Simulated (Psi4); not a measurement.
Method: SAPT0/jun-cc-pVDZ, frozen core (Psi4).

Psi4 input:

```
molecule {
0 1
Si 0.00001004 0.00000598 0.00000621
H -0.21098314 0.99321164 -1.07723428
H 1.25882989 -0.73808833 -0.24900732
H -1.13382297 -0.95148350 0.02272372
H 0.08596617 0.69635421 1.30351167
--
0 1
Ge 0.59840836 -2.46013450 3.03271403
H -0.71998727 -1.70316535 3.25117622
H 1.76014754 -1.45746526 2.97014010
H 0.52650922 -3.24336639 1.71352198
H 0.82694504 -3.43656640 4.19600529
units angstrom
symmetry c1
no_reorient
no_com
}
set basis jun-cc-pvdz
set scf_type df
set freeze_core true
energy('sapt0')
```

Part of the output:

```
    SAPT Results
  --------------------------------------------------------------------------------------------------------
    Electrostatics                 -0.13335568 [mEh]      -0.08368195 [kcal/mol]      -0.35012529 [kJ/mol]
      Elst10,r                     -0.13335568 [mEh]      -0.08368195 [kcal/mol]      -0.35012529 [kJ/mol]

    Exchange                        2.71275840 [mEh]       1.70228160 [kcal/mol]       7.12234621 [kJ/mol]
      Exch10                        2.71275840 [mEh]       1.70228160 [kcal/mol]       7.12234621 [kJ/mol]
      Exch10(S^2)                   2.70916291 [mEh]       1.70002539 [kcal/mol]       7.11290625 [kJ/mol]

    Induction                      -0.26916378 [mEh]      -0.16890282 [kcal/mol]      -0.70668941 [kJ/mol]
      Ind20,r                      -0.79840782 [mEh]      -0.50100847 [kcal/mol]      -2.09621945 [kJ/mol]
      Exch-Ind20,r                  0.69183091 [mEh]       0.43413045 [kcal/mol]       1.81640180 [kJ/mol]
      delta HF,r (2)               -0.16258687 [mEh]      -0.10202480 [kcal/mol]      -0.42687176 [kJ/mol]

    Dispersion                     -1.89445889 [mEh]      -1.18879090 [kcal/mol]      -4.97390112 [kJ/mol]
      Disp20                       -2.05097820 [mEh]      -1.28700825 [kcal/mol]      -5.38484251 [kJ/mol]
      Exch-Disp20                   0.15651931 [mEh]       0.09821735 [kcal/mol]       0.41094139 [kJ/mol]
      Disp20 (SS)                  -1.02548910 [mEh]      -0.64350412 [kcal/mol]      -2.69242125 [kJ/mol]
      Disp20 (OS)                  -1.02548910 [mEh]      -0.64350412 [kcal/mol]      -2.69242125 [kJ/mol]
      Exch-Disp20 (SS)              0.08628330 [mEh]       0.05414359 [kcal/mol]       0.22653677 [kJ/mol]
      Exch-Disp20 (OS)              0.07023601 [mEh]       0.04407376 [kcal/mol]       0.18440463 [kJ/mol]

  Total HF                          2.31023894 [mEh]       1.44969682 [kcal/mol]       6.06553151 [kJ/mol]
  Total SAPT0                       0.41578006 [mEh]       0.26090592 [kcal/mol]       1.09163039 [kJ/mol]
```
